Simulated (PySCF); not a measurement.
Level of theory: PySCF with PBE0-D4/def2-TZVP. Gas-phase values, no solvent. Excitations are Tamm–Dancoff values on a coarser integration grid. The basis has no diffuse functions, so Rydberg states are missing or too high.

Reference species (SMILES): `[SiH3]Cl` (neutral, multiplicity 1).

The S1 excitation (TDA) is 7.40 eV and the S1 oscillator strength is 0.008.

Changed species: `C#C[SiH2]Cl` (X = ethynyl; the reference has X = H).

Question: Give the shifts of the S1 excitation (TDA) and S1 oscillator strength.

Answer: the S1 excitation (TDA) falls by 1.54 eV, to 5.86 eV; the S1 oscillator strength hardly moves.
